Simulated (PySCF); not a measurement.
# Molecular orbitals of GeSb

PBE0 at R = 2.452 Å; PySCF, scalar-relativistic core potentials, basis sets Ge def2-SVP, Sb def2-SVP with ECP28. State: ²Π (doublet), unpaired electrons π ↑. Only the outer orbitals are listed, counted within each symmetry, core potentials removing the inner ones.

| spin | orbital | occ. | ε (eV) | on Ge (%) | main shells (%) |
| --- | --- | --- | --- | --- | --- |
| α | 10σ | 1 | -15.86 | 34 | 62 Sb s, 30 Ge s |
| α | 11σ | 1 | -11.80 | 60 | 59 Ge s, 32 Sb s |
| α | 6π | 1 | -6.81 | 30 | 69 Sb p, 29 Ge p |
| α | 12σ | 1 | -6.49 | 49 | 48 Sb p, 40 Ge p, 8 Ge s |
| α | 6π | 1 | -6.16 | 32 | 67 Sb p, 31 Ge p |
| α | 7π | 0 | -2.71 | 70 | 70 Ge p, 29 Sb p |
| α | 7π | 0 | -2.22 | 67 | 67 Ge p, 32 Sb p |
| α | 13σ | 0 | 0.80 | 51 | 54 Ge p, 49 Sb p |
| β | 10σ | 1 | -15.21 | 40 | 57 Sb s, 35 Ge s |
| β | 11σ | 1 | -11.44 | 57 | 55 Ge s, 36 Sb s |
| β | 12σ | 1 | -6.31 | 50 | 47 Sb p, 42 Ge p |
| β | 6π | 1 | -5.91 | 41 | 58 Sb p, 40 Ge p |
| β | 6π | 0 | -4.19 | 43 | 56 Sb p, 42 Ge p |
| β | 7π | 0 | -2.14 | 58 | 58 Ge p, 41 Sb p |
| β | 7π | 0 | -1.78 | 57 | 56 Ge p, 42 Sb p |

Task: Which are the highest filled and the lowest empty level, where do they sit, and how wide is the gap?

Result: Highest filled β 6π at -5.91 eV (in %: 58 Sb p, 40 Ge p); lowest empty β 6π at -4.19 eV (in %: 56 Sb p, 42 Ge p); the gap at PBE0 is 1.72 eV. Both belong to one degenerate shell, split only by its one-sided filling, so this is no excitation gap.

* bond order (Mayer): 2.28
* ⟨S²⟩: 0.760
* charge on Ge (Mulliken, basis-dependent): 0.07
* charge on Ge (Löwdin, basis-dependent): -0.01
* dipole moment (positive dipole means Ge(−)Sb(+)): -0.32 D
* polarisability along the bond: 122.0 bohr³
* polarisability across the bond: 45.7 bohr³

Spin–orbit coupling is left out. The state is the lowest determinant that a PBE0 search found; another state may lie lower at other levels.
